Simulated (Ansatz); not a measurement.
Ansatz results at the PBE0-D4/def2-TZVP geometry: LUMO energy (PBE/def2-TZVPP) -2.73 eV; LUMO energy (PBE0/def2-TZVPP) -1.76 eV; LUMO energy (ωB97M-V/def2-TZVPP) 0.20 eV.

Which molecule gave them?
A. `C[BH][GeH3]`
B. `[BH2][GeH2][CH3]`
C. `NB(N)O[SiH3]`
D. `B[CH2][GeH3]`

A. The others give `B[CH2][GeH3]`: -2.22, -1.26, 0.60; `[BH2][GeH2][CH3]`: -3.29, -2.29, -0.34; `NB(N)O[SiH3]`: -0.45, 0.39, 1.88.
